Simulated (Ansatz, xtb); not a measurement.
C3H5BF2O2: which of two structures lies lower

We compare I, a singlet given by its coordinates, with II, `FB1OCC[C@H](F)O1`, a singlet. Both are isolated molecules in the gas phase, relaxed with PBE-D3(BJ)/def2-SVP; the shapes shown needn't be the lowest conformers.

I (Å):

```tsv
atom	x (Å)	y (Å)	z (Å)
C	0.9988	-1.5441	0.0899
C	0.7014	-0.5137	-0.9455
C	0.0885	1.5612	-1.6867
B	0.3699	0.6409	-3.0134
F	1.4803	0.9657	-3.7483
F	-0.7300	0.3074	-3.7602
O	0.7792	-0.7489	-2.1776
O	0.3454	0.6752	-0.5262
H	2.0264	-1.9274	-0.0653
H	0.3089	-2.4006	-0.0452
H	0.8933	-1.1261	1.1054
H	-0.9561	1.9099	-1.5716
H	0.7712	2.4239	-1.5616
```

Close contacts (Å): C1–C2 1.49, C2–O7 1.26, C2–O8 1.31, C3–B4 1.64, C3–O8 1.48, B4–F5 1.37, B4–F6 1.37, B4–O7 1.67, C1–H9 1.11, C1–H10 1.11, C1–H11 1.10, C3–H12 1.11, C3–H13 1.11.

II (Å):

```yaml
atoms:
  - { symbol: C, position_ang: [0.4793, -0.2515, -0.3115] }
  - { symbol: C, position_ang: [0.1957, 1.2447, -0.3798] }
  - { symbol: C, position_ang: [0.6521, 1.9006, 0.9186] }
  - { symbol: B, position_ang: [-0.2416, -0.0517, 1.9741] }
  - { symbol: F, position_ang: [-0.7554, -0.6059, 3.0731] }
  - { symbol: F, position_ang: [2.0326, 1.7701, 1.0172] }
  - { symbol: O, position_ang: [-0.0804, -0.8310, 0.8697] }
  - { symbol: O, position_ang: [0.0655, 1.2943, 2.0343] }
  - { symbol: H, position_ang: [1.5770, -0.4262, -0.3097] }
  - { symbol: H, position_ang: [0.0506, -0.7832, -1.1845] }
  - { symbol: H, position_ang: [0.7275, 1.7039, -1.2366] }
  - { symbol: H, position_ang: [-0.8900, 1.4349, -0.5140] }
  - { symbol: H, position_ang: [0.4205, 2.9866, 0.9642] }
```

Q: Estimate which is lower in electronic energy at CCSD(T)/def2-SVP + ΔMP2/def2-TZVPP, and by roughly how much.

A: The CCSD(T)/def2-SVP + ΔMP2/def2-TZVPP calculation puts structure II lower, by 4.7 kcal/mol.

How the difference moves with the method:

```json
{"level": "GFN2-xTB", "geometry": "GFN2-xTB", "E(II) − E(I) (kcal/mol)": "−12.5", "departure from the last row (kcal/mol)": "−7.9", "job, with rough time for the two": "optimisation, 0.66 s"}
{"level": "HF/STO-3G", "geometry": "GFN2-xTB", "E(II) − E(I) (kcal/mol)": "−27.2", "departure from the last row (kcal/mol)": "−22.6", "job, with rough time for the two": "single point, 0.94 s"}
{"level": "r2SCAN-D4/def2-SVP", "geometry": "GFN2-xTB", "E(II) − E(I) (kcal/mol)": "−3.7", "departure from the last row (kcal/mol)": "+1.0", "job, with rough time for the two": "single point, 6.2 s"}
{"level": "PBE-D3(BJ)/def2-SVP", "geometry": "PBE-D3(BJ)/def2-SVP", "E(II) − E(I) (kcal/mol)": "−1.6", "departure from the last row (kcal/mol)": "+3.1", "job, with rough time for the two": "optimisation, 1.7 min"}
{"level": "HF/def2-SVP", "geometry": "PBE-D3(BJ)/def2-SVP", "E(II) − E(I) (kcal/mol)": "−8.3", "departure from the last row (kcal/mol)": "−3.6", "job, with rough time for the two": "part of the CCSD(T) run"}
{"level": "MP2/def2-SVP", "geometry": "PBE-D3(BJ)/def2-SVP", "E(II) − E(I) (kcal/mol)": "−4.7", "departure from the last row (kcal/mol)": "0.0", "job, with rough time for the two": "part of the CCSD(T) run"}
{"level": "CCSD(T)/def2-SVP", "geometry": "PBE-D3(BJ)/def2-SVP", "E(II) − E(I) (kcal/mol)": "−4.6", "departure from the last row (kcal/mol)": "0.0", "job, with rough time for the two": "single point"}
{"level": "CCSD(T)/def2-SVP + ΔMP2/def2-TZVPP", "geometry": "PBE-D3(BJ)/def2-SVP", "E(II) − E(I) (kcal/mol)": "−4.7", "departure from the last row (kcal/mol)": "", "job, with rough time for the two": "single point, 2.3 min"}
```

None of the levels shown reverses the order. The largest departure from CCSD(T)/def2-SVP + ΔMP2/def2-TZVPP is that of HF/STO-3G, 22.6 kcal/mol. The last row adds to CCSD(T) the change of the MP2 difference between the two basis sets, here 0.0 kcal/mol.

With thermal terms from frequencies at re-optimised GFN2-xTB minima (ideal gas, soft modes damped towards free rotors, one conformer each, 298.15 K, 1 atm): on the last row, ΔE + ΔZPE = −2.7, ΔH = −3.4, ΔG = −1.8 kcal/mol.

The correlated steps freeze 8 core orbitals. Mirror images aren't counted in ΔG. Run with Ansatz 0.2.0, xtb 6.7.1; the last row on 2 threads of Intel(R) Xeon(R) Processor @ 2.70GHz on a shared host.
